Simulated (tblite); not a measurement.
Input of a run (GFN2-xTB geometry optimisation, gas phase (tblite 0.8.0)), started from a force field or distance geometry:
```
{"job": {"kind": "relax", "xc": "GFN2-xTB", "basis": "xTB"}, "charge": 0, "multiplicity": 1}
C     -3.104600    -0.844400    -0.023100
C     -1.958000     0.111600    -0.019500
O     -2.209800     1.285700     0.277000
C     -0.662000    -0.446100    -0.335100
C      0.470900     0.181500    -0.367300
O      1.619600    -0.545100    -0.705900
Si     3.004700    -0.628300     0.344900
C      0.655300     1.621900    -0.106800
F      1.227600     2.130600    -1.291600
F      1.588300     1.802300     0.921300
H     -2.879300    -1.732300    -0.667200
H     -3.976200    -0.339700    -0.477600
H     -3.310400    -1.265500     0.993500
H     -0.620800    -1.534700    -0.554800
H      2.806300     0.006300     1.643400
H      3.407300    -2.031100     0.609800
H      4.168100     0.023700    -0.302100
H     -0.235800     2.209900     0.049400
```

Output (eV, eV/Å):
```
step      E/eV     max force
  0    -928.26443    3.848
  1    -928.57479    2.349
  2    -928.72055    1.282
  3    -928.79600    1.130
  4    -928.86217    0.686
  5    -928.90528    0.455
  6    -928.93599    0.456
  7    -928.95957    0.384
  8    -928.97570    0.247
  9    -928.98526    0.213
 10    -928.99288    0.225
 11    -929.00029    0.242
 12    -929.00799    0.212
 13    -929.01395    0.158
 14    -929.01843    0.145
 15    -929.02294    0.139
 16    -929.02809    0.162
 17    -929.03250    0.149
 18    -929.03574    0.139
 19    -929.03893    0.139
 20    -929.04320    0.176
 21    -929.04913    0.211
 22    -929.05632    0.241
 23    -929.06361    0.193
 24    -929.07043    0.191
 25    -929.07683    0.168
 26    -929.08301    0.152
 27    -929.08934    0.192
 28    -929.09612    0.180
 29    -929.10308    0.235
 30    -929.10926    0.214
 31    -929.11388    0.148
 32    -929.11721    0.149
 33    -929.11846    0.316
 34    -929.12307    0.160
 35    -929.12672    0.148
 36    -929.13183    0.237
 37    -929.13524    0.214
 38    -929.13971    0.181
 39    -929.14462    0.200
 40    -929.15005    0.227
 41    -929.15444    0.204
 42    -929.15769    0.132
 43    -929.16018    0.121
 44    -929.16236    0.130
 45    -929.16468    0.124
 46    -929.16719    0.249
 47    -929.16990    0.158
 48    -929.17234    0.081
 49    -929.17350    0.091
 50    -929.17432    0.085
 51    -929.17519    0.085
 52    -929.17610    0.068
 53    -929.17698    0.074
 54    -929.17771    0.064
 55    -929.17835    0.057
 56    -929.17904    0.072
 57    -929.17989    0.098
 58    -929.18083    0.091
 59    -929.18163    0.075
 60    -929.18220    0.050
 61    -929.18269    0.065
 62    -929.18315    0.073
 63    -929.18357    0.057
 64    -929.18394    0.053
 65    -929.18424    0.048
 66    -929.18444    0.042
 67    -929.18455    0.026
 68    -929.18461    0.018
 69    -929.18467    0.020
 70    -929.18473    0.017
 71    -929.18477    0.016
 72    -929.18479    0.014
 73    -929.18482    0.012
 74    -929.18485    0.014
 75    -929.18487    0.011
 76    -929.18489    0.014
 77    -929.18491    0.014
 78    -929.18493    0.013
 79    -929.18496    0.016
 80    -929.18500    0.018
 81    -929.18504    0.016
 82    -929.18507    0.016
 83    -929.18512    0.015
 84    -929.18517    0.016
 85    -929.18522    0.022
 86    -929.18528    0.023
 87    -929.18534    0.022
 88    -929.18540    0.022
 89    -929.18544    0.019
 90    -929.18550    0.022
 91    -929.18558    0.026
 92    -929.18566    0.025
 93    -929.18571    0.015
 94    -929.18574    0.010
 95    -929.18576    0.019
 96    -929.18579    0.028
 97    -929.18585    0.038
 98    -929.18596    0.041
 99    -929.18607    0.030
100    -929.18614    0.014
101    -929.18615    0.010
```

Task: Summarise the run.

Result: The energy falls by 21.3 kcal/mol over 101 L-BFGS steps, the largest force on an atom goes from 3.85 to 0.010 eV/Å, and the atoms move by 0.441 Å rms after alignment. The bond that changes most is O6–Si7 (silyl ether oxygen to oxygen-bound silicon), which shortens by 0.087 Å. Bonds longer at the end by more than 0.005 Å: 5 of 17; shorter: 11. Among the angles that change most is O6–Si7–H16, from 111.7° to 96.5°. Among the dihedrals that turn most is C5–O6–Si7–H15, from 6° to 73°. The energy never rose by more than 1e-5 eV on the way. The first step brought 34 % of the lowering.

Task: What are the final bond lengths?

Result: C1–C2 1.508 Å, C2=O3 1.214 Å, C2–C4 1.465 Å, C4=C5 1.347 Å, C5–O6 1.319 Å, O6–Si7 1.654 Å, C5–C8 1.515 Å, C8–F9 1.359 Å, C8–F10 1.359 Å, C1–H11 1.088 Å, C1–H12 1.086 Å, C1–H13 1.088 Å, C4–H14 1.081 Å, Si7–H15 1.459 Å, Si7–H16 1.456 Å, Si7–H17 1.457 Å, C8–H18 1.097 Å. Numbering counts from 1 in the input's order; the species is `CC(=O)/C=C(/O[SiH3])C(F)F`.

The run took 0.9 s of wall time on Arm Neoverse V1, one thread, shared host with 32 logical CPUs at a one-minute load of 28.

Its GFN2-xTB frequencies are all real (lowest 42 cm⁻¹). One conformer, not necessarily the lowest. 3 starts were optimised and ended at 0.00, 0.01 and 2.38 kcal/mol (GFN2-xTB); the lowest of these is shown.

All values are computed, not measured.
